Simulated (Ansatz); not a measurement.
Input file for `[SH][Al]([Cl])[Cl]`:

```yaml
crystal:
  periodic: [false, false, false]
  atoms:
    - {symbol: S, position_ang: [-0.049107, 1.690899, 0.210047]}
    - {symbol: Al, position_ang: [0.281331, -0.440173, 0.142892]}
    - {symbol: Cl, position_ang: [1.832203, -1.252371, 1.258846]}
    - {symbol: Cl, position_ang: [-0.924125, -1.677666, -1.015547]}
    - {symbol: H, position_ang: [-1.090501, 1.605610, -0.637538]}
basis:
  gaussian: {orbitals: def2-SVP}
correlation: {method: ccsd_t}
```

```sh
$ ansatz run in.yaml --threads 4 --pin off --events-out ev --progress --plain --max-ram 10444MiB
```

Log, shortened:

```
Functional definition: HF
688 factors; integrals over basis functions are off by at most 1.0e-3 eV
mean field evaluation 1: about -42414.2529 eV, gradient 1.9e1 eV
mean field evaluation 2: about -42414.2616 eV, gradient 1.9e1 eV
mean field evaluation 4: about -42415.5230 eV, gradient 1.6e0 eV
mean field evaluation 8: about -42415.5379 eV, gradient 5.5e-4 eV
mean field -42415.53784981 eV, -1558.7422656962 hartree, gradient 3.1e-6 eV, S^2 0.000000; 0 other end points of the search recorded, 0 dependent functions left out
20 core orbitals not correlated: weight in the atoms' cores, before any rotation towards them, 1.000 or more for the frozen orbitals, at most 0.000 for the correlated occupied ones
reference -42415.53784981 eV, -1558.7422656962 hartree; 12, 12 occupied and 45, 45 virtual orbitals, 688 factors
second order -12.16725282 eV of doubles, -0.00000000 eV of singles
cycle   1  -13.01833564 eV  change   -8.5e-1 eV  update   7.0e-2
cycle   2  -13.27920862 eV  change   -2.6e-1 eV  update   2.1e-2
cycle   3  -13.31945389 eV  change   -4.0e-2 eV  update   8.8e-3
cycle   4  -13.31771547 eV  change    1.7e-3 eV  update   2.2e-3
cycle   5  -13.31661078 eV  change    1.1e-3 eV  update   6.4e-4
cycle   6  -13.31643295 eV  change    1.8e-4 eV  update   2.1e-4
cycle   7  -13.31644838 eV  change   -1.5e-5 eV  update   6.2e-5
cycle   8  -13.31646622 eV  change   -1.8e-5 eV  update   1.8e-5
perturbative correction -0.30657523 eV, -0.0112664321 hartree
Total energy: -42429.16089126 eV, -1559.2429032356 hartree
```

It took 0.65 s on 4 threads of an Arm Neoverse V2 on a shared host, with 0.36 GiB of host memory at the peak.

MP2 recovers 89.3 % of the CCSD(T) correlation energy and the triples give 2.3 %; T1 = 0.0098.
